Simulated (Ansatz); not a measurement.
Total energies of the cluster Li₃Br₃ from Ansatz at PBE0-D4/def2-TZVPD, gas phase (1 Eh = 27.2114 eV = 2625.5 kJ/mol). The reference geometry is relaxed at PBE0-D4/def2-SVP.

Cartesian coordinates in Å:
```
Li 1.901 -0.578 0.187
Li -0.425 1.882 -0.511
Li -1.476 -1.304 0.324
Br 1.900 1.680 -0.411
Br 0.547 -2.423 0.656
Br -2.447 0.743 -0.245
```

| state | geometry | energy (Eh) |
| --- | --- | --- |
| charge 0 singlet | reference | -7744.44707 |
| charge -1 doublet | reference | -7744.44864 |
| free Li atom (doublet) | – | -7.46705 |
| free Br atom (doublet) | – | -2573.81224 |

(1) Work out the vertical electron affinity, to the doublet.

(2) What is the binding energy per atom against free atoms?

(1) E(charge 0 singlet) − E(charge -1 doublet) = -7744.44707 − (-7744.44864) = 0.00157 Eh = 0.04 eV; so near zero that its sign isn't settled.

(2) Atoms: 3 × (-7.46705) + 3 × (-2573.81224) = -7743.83787 Eh. Binding: -7743.83787 − (-7744.44707) = 0.60920 Eh = 16.58 eV, or 2.76 eV for each of 6 atoms (no zero-point energy, no counterpoise term).

At PBE0-D4/def2-TZVPD the highest occupied level of the charge -1 doublet lies above zero (up to 0.82 eV). Energy differences put its binding near zero (0.04 eV; vertical, to the charge 0 singlet, at PBE0-D4/def2-TZVPD), which leaves it undecided. 

The structure comes from a short search, and lower isomers may exist.
